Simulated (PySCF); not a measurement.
**Working out the ionisation energy of Cl⁺**

Cl⁺ [Ne] 3s2 3p4 (3P) → Cl²⁺ [Ne] 3s2 3p3 (4S). Computed with PySCF 2.14 in aug-cc-pwCVDZ, with the non-relativistic Hamiltonian (point nucleus). Frozen: nothing. Energies in hartree (1 hartree = 27.21139 eV):

```json
{"part": "UHF", "Cl⁺ (lower)": "-459.038793", "Cl²⁺ (upper)": "-458.210800"}
{"part": "MP2 opposite-spin", "Cl⁺ (lower)": "-0.178513", "Cl²⁺ (upper)": "-0.162373"}
{"part": "MP2 same-spin", "Cl⁺ (lower)": "-0.071494", "Cl²⁺ (upper)": "-0.067800"}
```

**Question.** What does Hartree-Fock give?

**Answer.** (-458.210800) − (-459.038793) = 0.827993 hartree = 22.531 eV.

**Question.** What do MP2 and SCS-MP2 (6/5 opposite-spin, 1/3 same-spin) give?

**Answer.** The opposite-spin parts differ by 0.439 eV and the same-spin parts by 0.101 eV. MP2: 22.531 + (0.439) + (0.101) = 23.071 eV. SCS-MP2: 22.531 + 1.2 × (0.439) + (0.101)/3 = 23.091 eV.

Measured between the centres of the two terms (NIST): 23.771 eV, so MP2 (all electrons) is off by -0.700 eV.

A double-zeta basis recovers only part of the correlation energy.

What remains against the reference includes basis incompleteness and correlation beyond second order.
